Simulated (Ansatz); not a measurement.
One geometry of Be₂F₃, several levels of theory.

```yaml
crystal:
  periodic: [false, false, false]
  atoms:
    - {symbol: Be, position_ang: [-1.476613, 0.624152, -0.054670]}
    - {symbol: Be, position_ang: [0.553900, -0.233968, 0.020087]}
    - {symbol: F, position_ang: [-0.869005, -0.813763, -0.265798]}
    - {symbol: F, position_ang: [-0.037529, 1.196871, 0.232862]}
    - {symbol: F, position_ang: [1.829227, -0.773282, 0.067519]}
basis:
  gaussian: {orbitals: def2-TZVPD, initial_orbitals: start.molden}
magnetization: {spin_polarized: true, initial_magnetization: 1}
hamiltonian: {xc: pbe, dispersion: d4}
scf: {omitted_lower_state_checks: [starts]}
output: {orbitals: {seedname: orbitals}}
```

The file start.molden holds the orbitals of an earlier run on this structure, at another level or in another basis.

```sh
$ ansatz run in.yaml --threads 4 --pin off --events-out ev --progress --plain --max-ram 3916MiB
```

It prints (some lines left out):

```
Functional definition: PBE
905 factors; their error is unknown
mean field evaluation 1: about -8953.2351 eV, gradient 9.1e0 eV
mean field evaluation 2: about -8953.4849 eV, gradient 2.3e-1 eV
mean field evaluation 4: about -8953.4789 eV, gradient 8.0e-2 eV
mean field evaluation 8: about -8953.4789 eV, gradient 2.7e-5 eV
mean field -8953.47889275 eV, -329.0342804225 hartree, gradient 2.7e-5 eV, S^2 0.750534; 0 other end points of the search recorded, 0 dependent functions left out
reference -8953.47895734 eV, -329.0342827964 hartree; 18, 17 occupied and 146, 147 virtual orbitals, 905 factors
Total energy: -8953.54043111 eV, -329.0365419155 hartree
Checks for a lower state left out: starts
```

Run time 1.8 s (4 threads of Arm Neoverse V1 on a shared host).

As the first input, with `gaussian: {orbitals: def2-TZVP, initial_orbitals: start.molden}`, `hamiltonian: {xc: {name: BLYP}, dispersion: d4}` (abridged; 1.4 s):

```
Functional definition: BLYP
mean field -8962.14130116 eV, -329.3526180600 hartree, gradient 2.7e-5 eV, S^2 0.750334
Total energy: -8962.28185351 eV, -329.3577832635 hartree
Checks for a lower state left out: starts
```

First input, but with `hamiltonian: {xc: pbe0, dispersion: d4}` (abridged; 2.2 s):

```
Functional definition: PBE0
mean field -8953.74008516 eV, -329.0438790668 hartree, gradient 1.1e-5 eV, S^2 0.750377
Total energy: -8953.79104725 eV, -329.0457518888 hartree
Checks for a lower state left out: starts
```

First input, but with `gaussian: {orbitals: def2-TZVP, initial_orbitals: start.molden}`, `hamiltonian: {xc: pbe}`, `correlation: {method: rpa}` and without the key `output` (abridged; 2.1 s):

```
Functional definition: PBE
mean field -8953.33029429 eV, -329.0288195300 hartree, gradient 1.6e-6 eV, S^2 0.750538
3 core orbitals not correlated: weight in the atoms' cores, before any rotation towards them, 1.000 or more for the frozen orbitals, at most 0.000 for the correlated occupied ones
Total energy: -8959.87012444 eV, -329.2691538551 hartree
Checks for a lower state left out: starts
```

The first input with `gaussian: {orbitals: def2-TZVP, initial_orbitals: start.molden}`, `hamiltonian: {xc: {name: r2SCAN0}, dispersion: d4}` (abridged; 2.8 s):

```
Functional definition: r2SCAN0
mean field -8958.02089825 eV, -329.2011960459 hartree, gradient 2.1e-5 eV, S^2 0.750477
Total energy: -8958.03769350 eV, -329.2018132600 hartree
Checks for a lower state left out: starts
```

The first input with `gaussian: {orbitals: STO-3G}`, `hamiltonian: {xc: hf}` (abridged; 0.15 s):

```
Functional definition: HF
a density is far from that of the atoms, so the factors are made again for it
mean field evaluation 16: about -8796.6797 eV, gradient 7.9e-1 eV
mean field -8796.68449687 eV, -323.2721926532 hartree, gradient 3.0e-5 eV, S^2 0.751003
Total energy: -8796.68449687 eV, -323.2721926532 hartree
Checks for a lower state left out: starts
```

First input, but with `gaussian: {orbitals: def2-TZVP, initial_orbitals: start.molden}`, `correlation: {method: mp2}` and without the key `hamiltonian` (abridged; 0.95 s):

```
Functional definition: HF
mean field -8924.46484689 eV, -327.9680339037 hartree, gradient 2.6e-6 eV, S^2 0.750377
3 core orbitals not correlated: weight in the atoms' cores, before any rotation towards them, 1.000 or more for the frozen orbitals, at most 0.000 for the correlated occupied ones
second order -23.96220295 eV of doubles, -0.00000000 eV of singles
Total energy: -8948.42704984 eV, -328.8486286198 hartree
Checks for a lower state left out: starts
```

Geometry: r2SCAN-D4/def2-TZVP.

Correlated methods freeze 3 core orbitals. The structure comes from a short search, and lower isomers may exist.
